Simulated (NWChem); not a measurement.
Species: C$_{3}$H$_{4}$FNSi; SMILES N#C/C=C(\F)[SiH3]

Q: Give the equilibrium geometry at PBE0/def2-SVP (NWChem) as a Z-matrix, with the point group.

A: point group Cs; any orientation.
```
C
F 1 1.3312
C 1 1.3454 2 119.37
H 3 1.0929 1 119.03 2 180.00
C 3 1.4230 4 117.65 1 180.00
N 5 1.1599 4 152.25 3 180.00
Si 1 1.8954 2 114.79 3 180.00
H 7 1.4892 1 107.40 2 180.00
H 7 1.4897 8 111.11 1 -118.72
H 7 1.4897 8 111.11 9 -122.56
```
